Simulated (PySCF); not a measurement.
**How methods differ on the ionisation energy of Cr**

Cr [Ar] 3d5 4s1 (7S) → Cr⁺ [Ar] 3d5 (6S), as a difference of total energies. All numbers are calculated (PySCF 2.14, the non-relativistic Hamiltonian (point nucleus), in def2-QZVPPD (11s6p5d3f2g, 93 functions)). Correlated levels: valence and next inner shell: [Ne] frozen. The calculations carry no spin-orbit coupling.

| method | ionisation energy (eV) |
| --- | --- |
| UHF | 5.906 |
| MP2 (valence and next inner shell) | 6.631 |
| SCS-MP2 (valence and next inner shell) | 6.295 |
| CCSD (valence and next inner shell) | 6.566 |
| CCSD(T) (valence and next inner shell) | 6.634 |

Task: How much does correlation contribute at CCSD(T) (valence and next inner shell)?

Result: 6.634 − (5.906) = 0.728 eV, measured against UHF.

These non-relativistic numbers lack the scalar-relativistic shift.

Errors of the correlated levels include the incompleteness of this basis and the frozen core.

For comparison: 6.767 eV (measured; NIST Atomic Spectra Database, ionization energies).
